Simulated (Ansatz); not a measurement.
`CC(=N)BCl` + H₂ → `BC(C)=N` + HCl at 700 K and 1 bar (hydrogenolysis of a B–Cl bond).

Computed with Ansatz on PBE0-D4/def2-TZVP structures; ΔE is electronic, products minus reactants. CCSD(T)/CBS adds triple-zeta CCSD(T) − MP2 to the extrapolated MP2 energy (def2 sets, frozen cores). This one scheme is used for every species. Each species was taken in one conformer, which may not be the lowest.

```json
{"species": "`CC(=N)BCl`", "CCSD(T)/CBS energy (Eh)": "-618.40235", "H − E (kJ/mol)": "261.4", "S (J/(mol·K))": "438.6"}
{"species": "H₂", "CCSD(T)/CBS energy (Eh)": "-1.17544", "H − E (kJ/mol)": "46.8", "S (J/(mol·K))": "155.3"}
{"species": "`BC(C)=N`", "CCSD(T)/CBS energy (Eh)": "-159.16440", "H − E (kJ/mol)": "271.7", "S (J/(mol·K))": "398.1"}
{"species": "HCl", "CCSD(T)/CBS energy (Eh)": "-460.38127", "H − E (kJ/mol)": "38.4", "S (J/(mol·K))": "211.8"}
```

H − E and S are ideal-gas, rigid-rotor, harmonic terms from PBE0-D4/def2-TZVP, for one conformer and one mirror image of each species. The MP2-based limit puts H₂ 0.8 mEh under its directly extrapolated value; such offsets cancel only in part. 1 Eh = 2625.50 kJ/mol, R = 8.31446 J/(mol·K).

Task: By hand: ΔE, ΔH, ΔS and ΔG.

Result: ΔE = (-159.16440) + (-460.38127) − (-618.40235) − (-1.17544) = 0.03212 Eh = 84.3 kJ/mol. Δ(H − E) = 271.7 + 38.4 − 261.4 − 46.8 = 1.9, so ΔH = 86.2 kJ/mol. ΔS = 398.1 + 211.8 − 438.6 − 155.3 = 16.0 J/(mol·K). ΔG = 86.2 − 700 × (16.0)/1000 = 75.0 kJ/mol.

Task: By hand: the equilibrium constant, and the temperature at which ΔG would vanish if ΔH and ΔS stayed fixed.

Result: log₁₀ K = −ΔG/(RT ln 10) = -5.6. ΔG = 0 at ΔH/ΔS = 5388 K, far beyond where these terms or the molecules hold.

ΔH outweighs TΔS. A doubt of 5 kJ/mol in ΔE shifts log₁₀ K by 0.4 here. Other conformers and mirror images would add mixing entropy, several J/(mol·K) or more a flexible species. Modes under 60 cm⁻¹, often nearly free rotors, make the harmonic entropy too high. These are equilibria of isolated gas molecules and say nothing of rates. Largest T1 diagnostic: 0.015 (customary marks: 0.02 for closed shells, 0.045 for open ones).
